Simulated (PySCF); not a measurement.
ClNbO₂, multiplicity 1. Atoms are numbered in the order given.

```xyz
4

Nb     0.3566     0.2140     0.0000
O      1.1609    -0.4068    -1.3607
O      1.1609    -0.4068     1.3607
Cl    -1.9526    -0.1333     0.0000
```

Coordinates come from a PBE0-D3(BJ)/def2-SVP optimisation. The multiplicity is an assumed one; other spin states were not compared. The def2 effective core potentials stand for the cores of Nb; spin–orbit coupling is left out.

Calculation: PBE0-D3(BJ)/def2-SVP in PySCF.

Frequencies are harmonic and unscaled.

Q: Estimate the vibrational spectrum. (An estimate is asked for; the answer gives what the named calculation found.)

A: 
| mode | ν (cm⁻¹) | IR (km/mol) | moving atoms (share of kinetic energy) |
|---|---|---|---|
| 1 | 137 | 52.0 | O 58 %, Nb 27 %, Cl 15 % |
| 2 | 164 | 4.0 | O 64 %, Cl 22 %, Nb 13 % |
| 3 | 330 | 13.7 | O 68 %, Cl 25 % |
| 4 | 427 | 60.2 | Cl 47 %, Nb 31 %, O 22 % |
| 5 | 1004 | 249.7 | O 81 %, Nb 19 % |
| 6 | 1046 | 122.0 | O 88 %, Nb 12 % |
